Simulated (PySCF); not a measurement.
A calculated (UHF, PySCF 2.14, cc-pVDZ-X2C, the spin-free X2C one-electron Hamiltonian (Gaussian nucleus)) atom or ion has these occupied shells.

```json
{"shell": "1s α", "electrons": "1", "orbital energy (eV)": "-48760.6", "rms radius, mean of both spins (bohr)": "0.0254"}
{"shell": "1s β", "electrons": "1", "orbital energy (eV)": "-48760.5", "rms radius, mean of both spins (bohr)": "0.0254"}
{"shell": "2s α", "electrons": "1", "orbital energy (eV)": "-8129.5", "rms radius, mean of both spins (bohr)": "0.103"}
{"shell": "2s β", "electrons": "1", "orbital energy (eV)": "-8129.3", "rms radius, mean of both spins (bohr)": "0.103"}
{"shell": "2p α", "electrons": "3", "orbital energy (eV)": "-7248.2", "rms radius, mean of both spins (bohr)": "0.0924"}
{"shell": "2p β", "electrons": "3", "orbital energy (eV)": "-7248.0", "rms radius, mean of both spins (bohr)": "0.0924"}
{"shell": "3s α", "electrons": "1", "orbital energy (eV)": "-1844.3", "rms radius, mean of both spins (bohr)": "0.266"}
{"shell": "3s β", "electrons": "1", "orbital energy (eV)": "-1840.2", "rms radius, mean of both spins (bohr)": "0.266"}
{"shell": "3p α", "electrons": "3", "orbital energy (eV)": "-1563.3", "rms radius, mean of both spins (bohr)": "0.266"}
{"shell": "3p β", "electrons": "3", "orbital energy (eV)": "-1558.8", "rms radius, mean of both spins (bohr)": "0.266"}
{"shell": "3d α", "electrons": "5", "orbital energy (eV)": "-1181.8", "rms radius, mean of both spins (bohr)": "0.245"}
{"shell": "3d β", "electrons": "5", "orbital energy (eV)": "-1176.9", "rms radius, mean of both spins (bohr)": "0.245"}
{"shell": "4s α", "electrons": "1", "orbital energy (eV)": "-397.79", "rms radius, mean of both spins (bohr)": "0.602"}
{"shell": "4s β", "electrons": "1", "orbital energy (eV)": "-386.52", "rms radius, mean of both spins (bohr)": "0.602"}
{"shell": "4p α", "electrons": "3", "orbital energy (eV)": "-303.10", "rms radius, mean of both spins (bohr)": "0.639"}
{"shell": "4p β", "electrons": "3", "orbital energy (eV)": "-290.61", "rms radius, mean of both spins (bohr)": "0.639"}
{"shell": "4d α", "electrons": "5", "orbital energy (eV)": "-168.01", "rms radius, mean of both spins (bohr)": "0.708"}
{"shell": "4d β", "electrons": "5", "orbital energy (eV)": "-151.64", "rms radius, mean of both spins (bohr)": "0.708"}
{"shell": "5s α", "electrons": "1", "orbital energy (eV)": "-63.011", "rms radius, mean of both spins (bohr)": "1.50"}
{"shell": "5s β", "electrons": "1", "orbital energy (eV)": "-58.263", "rms radius, mean of both spins (bohr)": "1.50"}
{"shell": "5p α", "electrons": "3", "orbital energy (eV)": "-37.225", "rms radius, mean of both spins (bohr)": "1.76"}
{"shell": "5p β", "electrons": "3", "orbital energy (eV)": "-33.669", "rms radius, mean of both spins (bohr)": "1.76"}
{"shell": "4f α", "electrons": "7", "orbital energy (eV)": "-20.453", "rms radius, mean of both spins (bohr)": "1.02"}
{"shell": "6s α", "electrons": "1", "orbital energy (eV)": "-10.473", "rms radius, mean of both spins (bohr)": "4.33"}
```

(1) Name the element and its charge.

Answers

(1) Eu⁺ (europium, charge +1), in [Xe] 4f7 6s1, high-spin 9S determinant.
